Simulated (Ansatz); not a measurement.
Basis-set series for `[SiH3][SnH2][SiH3]`. The species carries charge 0 and has multiplicity 1. Sn: def2 effective core potential. All single points use the PBE0-D4/def2-TZVP geometry.

Z-matrix (Å, degrees):
```
Si
Sn 1 2.563
H 1 1.487 2 109.8
H 1 1.487 2 111.0 3 120.3
H 1 1.487 2 109.8 3 -119.3
Si 2 2.563 1 111.1 3 60.0
H 2 1.711 1 109.6 3 -61.4
H 2 1.711 1 109.6 3 -178.7
H 6 1.487 2 109.8 1 59.9
H 6 1.487 2 109.8 1 -59.5
H 6 1.487 2 111.0 1 -179.8
```

```csv
functional,basis,functions,energy (Eh),HOMO (eV),LUMO (eV)
PBE0-D4,def2-TZVPP,246,-797.85636,-7.66,-0.38
PBE0-D4,def2-QZVPP,462,-797.87795,-7.66,-0.46
ωB97M-V,def2-TZVPP,246,-797.97236,-9.58,1.17
ωB97M-V,def2-QZVPP,462,-797.99280,-9.58,0.88
```

Problem. Give the rows for def2-SVP. (Best estimate.)

Solution. Computed: 
```
functional     basis  functions  energy (Eh)  HOMO (eV)  LUMO (eV)
   PBE0-D4  def2-SVP        102   -797.64348      -7.69      -0.13
   ωB97M-V  def2-SVP        102   -797.75401      -9.58       1.63
```

Positive LUMOs are unbound and depend on the basis.
